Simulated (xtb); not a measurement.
C₂H₆Be, triplet, at a GFN2-xTB geometry (such geometries of metal compounds can be far from the true shape) (a higher spin typed on purpose: for a closed-shell molecule this is an excited state), atoms displaced at random by about 0.05 Å a coordinate; GFN2-xTB with ALPB(benzene) in xtb.

xtb was given this input:
```
$ xtb mol.xyz --gfn 2 --uhf 2 --opt --alpb benzene --json

# file mol.xyz
9

Be    -0.55137203     0.62329614    -0.58149287
C      1.15803450    -0.07594989    -0.68967925
H      1.29527398    -1.10329176    -0.33577767
H      1.73358832     0.74039327    -0.24012523
H      1.40230962     0.03464754    -1.82941282
C     -0.86465575    -0.29860250     0.89066265
H     -1.18871859    -1.23076420     0.69653897
H     -1.77928035     0.27065692     1.28741988
H     -0.16686648    -0.28083160     1.67495147
```

**Question.** What does xtb print? Leave out banner, timings and long lists.

**Answer.** 
```
   ID    Z sym.   atoms
    1    4 Be     1
    2    6 C      2, 6
    3    1 H      3-5, 7-9

           -------------------------------------------------
          |                Calculation Setup                |
           -------------------------------------------------

           -------------------------------------------------
          |                 G F N 2 - x T B                 |
           -------------------------------------------------

      * Solvation model:               ALPB
        Solvent                        benzene
        Parameter file                 internal GFN2-xTB/ALPB
        Dielectric constant                7.0000E+00
        Reference state                gsolv [1 M gas/solution]
        Free energy shift                  4.6744E-03 Eh       2.9333E+00 kcal/mol
        Temperature                        2.9815E+02 K
        Density                            8.6700E-01 kg/L
        Solvent mass                       7.8110E+01 g/mol
        Interaction kernel             P16
        Born radius scaling (c1)           1.6914E+00
        Born radii integrator          GBOBC
        Born offset                        0.0000E+00 a0       0.0000E+00 AA
        H-bond correction              false
        Ion screening                  false
        Surface tension                    1.0000E-05 Eh       1.5569E+01 dyn/cm
        Grid points                               230 per atom

          ...................................................
          :                      SETUP                      :
          :.................................................:
          :  # basis functions                  18          :
          :  # atomic orbitals                  18          :
          :  # shells                           12          :
          :  # electrons                        16          :
          :  max. iterations                   250          :
          :  Hamiltonian                  GFN2-xTB          :
          :  restarted?                      false          :
          :  GBSA solvation                   true          :
          :  PC potential                    false          :
          :  electronic temp.          300.0000000     K    :
          :  accuracy                    1.0000000          :
          :  -> integral cutoff          0.2500000E+02      :
          :  -> integral neglect         0.1000000E-07      :
[...]
         :: total energy              -7.821919214134 Eh    ::
 * total energy  :    -7.8219192 Eh     change       -0.1537686E-09 Eh
 * total energy  :    -7.8365653 Eh     change       -0.1464605E-01 Eh
 * total energy  :    -7.8385563 Eh     change       -0.1991068E-02 Eh
 * total energy  :    -7.8387470 Eh     change       -0.1907075E-03 Eh
 * total energy  :    -7.8388069 Eh     change       -0.5982226E-04 Eh
 * total energy  :    -7.8388238 Eh     change       -0.1690374E-04 Eh
 * total energy  :    -7.8388313 Eh     change       -0.7515988E-05 Eh
 * total energy  :    -7.8388343 Eh     change       -0.2970924E-05 Eh
   *** GEOMETRY OPTIMIZATION CONVERGED AFTER 8 ITERATIONS ***
         :: total energy              -7.838834254356 Eh    ::
[...]
     3   1 H        0.926     0.006     2.959     2.690
     4   1 H        0.925     0.002     3.023     2.719
     5   1 H        0.925     0.007     2.941     2.682
     6   6 C        3.585    -0.205    25.359     7.304
     7   1 H        0.926     0.002     3.017     2.716
     8   1 H        0.925     0.007     2.938     2.681
     9   1 H        0.926     0.006     2.964     2.692

 Mol. C6AA /au·bohr⁶  :        572.513214
 Mol. C8AA /au·bohr⁸  :      12942.318132
 Mol. α(0) /au        :         40.315556

Wiberg/Mayer (AO) data.
largest (>0.10) Wiberg bond orders for each atom

 ---------------------------------------------------------------------------
     #   Z sym  total        # sym  WBO       # sym  WBO       # sym  WBO
 ---------------------------------------------------------------------------
     1   4 Be   1.021 --     6 C    0.502     2 C    0.501
     2   6 C    3.755 --     3 H    0.996     4 H    0.994     5 H    0.987
                             1 Be   0.501     6 C    0.265
     3   1 H    1.000 --     2 C    0.996
     4   1 H    1.000 --     2 C    0.994
     5   1 H    1.000 --     2 C    0.987
     6   6 C    3.756 --     9 H    0.996     7 H    0.995     8 H    0.987
                             1 Be   0.502     2 C    0.265
     7   1 H    1.000 --     6 C    0.995
     8   1 H    1.000 --     6 C    0.987
     9   1 H    1.000 --     6 C    0.996
 ---------------------------------------------------------------------------

Topologies differ in total number of bonds
Writing topology from bond orders to xtbtopo.mol

molecular dipole:
                 x           y           z       tot (Debye)
 q only:       -0.512       0.567      -0.559
   full:        0.157      -0.172       0.170       0.732
molecular quadrupole (traceless):
                xx          xy          yy          xz          yz          zz
 q only:       -1.085      -1.050       1.115       2.499      -0.672      -0.030
  q+dip:       -0.306       1.098       0.476      -0.407       1.457      -0.170
   full:       -0.168       1.692       0.392      -0.988       2.016      -0.225

optimized geometry written to: xtbopt.xyz

           -------------------------------------------------
          | TOTAL ENERGY               -7.838834254356 Eh   |
          | GRADIENT NORM               0.000840381541 Eh/α |
          | HOMO-LUMO GAP               2.836689473777 eV   |
           -------------------------------------------------

normal termination of xtb
```
